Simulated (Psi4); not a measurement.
H$_{3}$S (SMILES [SH3+]), charge +1, singlet, geometry from GFN2-xTB. Base run: CCSD(T)/6-311G** run with Psi4.

Here is a job for Psi4.
```
memory 2 GB

molecule {
1 1
S     0.10558214   -0.00190789    0.04613646
H    -0.31822157    0.99705449   -0.76565970
H    -0.35082551   -0.98045104   -0.77282250
H    -1.02026722    0.01392277    0.80029891
}

set {
  basis 6-311g**
}

energy('ccsd(t)')
print_variables()
```

The base run was repeated with changes; each row names its change, and settings that it needs were set with it.

```tsv
change	ΔE vs base (kcal/mol)	MP2 correlation (Eh)	CC correlation without the perturbative part (Eh)	basis functions
base	0.000	-0.27039	-0.29445	44
method = scs-mp2	17.36	-0.27039	-	44
method = qcisd(t)	-0.029	-0.27039	-	44
scf_type = pk; mp2_type = conv	0.000	-0.27039	-0.29445	44
cc_type = df	0.319	-0.26985	-0.29394	44
method = mp4	___	-0.27039	-	44
method = cepa(1)	___	-0.27039	-	44
puream = on	0.000	-0.27039	-0.29445	44
freeze_core = on	75.4	-0.14964	-0.17510	44
method = mp2.5	___	-0.26985	-	44
```

### Question
Complete the blanks.

### Answer

- method = mp4, ΔE vs base (kcal/mol): 0.99
- method = cepa(1), ΔE vs base (kcal/mol): 1.79
- method = mp2.5, ΔE vs base (kcal/mol): 12.15
